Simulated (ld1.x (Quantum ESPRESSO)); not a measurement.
Bi (Z = 83): one change to a TM potential, before and after

Bi (Z = 83), norm-conserving Troullier–Martins (Kleinman–Bylander form), made with ld1.x (Quantum ESPRESSO) 7.5 (LDA (PZ), scalar-relativistic). Core [Xe] 4f14, reference 5d10 6s2 6p2.5 (charge +0.5). Waves: 6p (bound): rc 2.55 bohr; 5d (bound): rc 1.75 bohr; 6s (bound): rc 1.85 bohr. Local part: the s channel. Core correction: a·sin(br)/r model core, default radius (core density twice the valence density).

All-electron outer shells of the reference configuration (LDA (PZ), scalar-relativistic, ld1.x):

| shell | level (eV) | outermost node (bohr) | outermost maximum (bohr) |
| --- | --- | --- | --- |
| 4f | -156.87 | – | 0.34 |
| 5p | -99.87 | 0.48 | 0.86 |
| 5d | -31.08 | 0.51 | 1.03 |
| 6s | -18.46 | 0.98 | 1.86 |
| 6p | -8.11 | 1.14 | 2.41 |

Change: all radii but the core radius scaled by about 0.95 (s 1.74, p 2.42, d 1.66 bohr).

Cutoffs: the cutoffs (Ry, on a coarse ladder) from which the occupation-weighted sum of valence levels, in a spherical-Bessel basis at the reference potential, stays within 10 and 1 mRy of its value at 400 Ry; they do not see the model core or the augmentation charge, which bear on the density cutoff. Errors are all-electron minus pseudo energies relative to the spin-unpolarised reference configuration.

**Question.** How do hardness, ghosts and transferability respond?

**Answer.** The potential gets harder (55 Ry and 90 Ry → 60 Ry and 100 Ry); the number of tests with a reliable result goes from 9 to 8; of the 8 tests that both files solve, the error grows in 1 and shrinks in 0 by more than 15 % and 0.3 meV (median size 5.0 → 5.8 meV); neither file shows a bound ghost. A smaller radius makes the pseudo-wave follow the all-electron one further in, where it bends more sharply, so more plane waves are needed.

```csv
quantity,base,changed
"cutoff, loose",55 Ry,60 Ry
"cutoff, tight",90 Ry,100 Ry
bound ghosts,none,none
tests with a reliable result,9 of 9,8 of 9
"error for 5d10 6s2 6p3, meV [ΔE -3.21 eV]",+1.8,+1.7
"error for 5d10 6s2 6p2, meV [ΔE 4.95 eV]",-2.1,-2.1
"error for 5d10 6s2 6p1, meV [ΔE 20.51 eV]",-9.0,-8.8
"error for 5d10 6s2 6p3.3, meV [ΔE -4.36 eV]",+2.6,+2.6
"error for 5d10 6s1 6p4, meV [ΔE 6.97 eV]",-5.3,-6.2
"error for 5d9 6s2 6p3, meV [ΔE 30.24 eV]",-203,-201
"error for 5d10 6s1 6p3, meV [ΔE 15.84 eV]",-4.7,-5.4
"error for 5d10 6s2 6p3 (spin-polarised), meV [ΔE -4.23 eV]",+9.1,+10
```
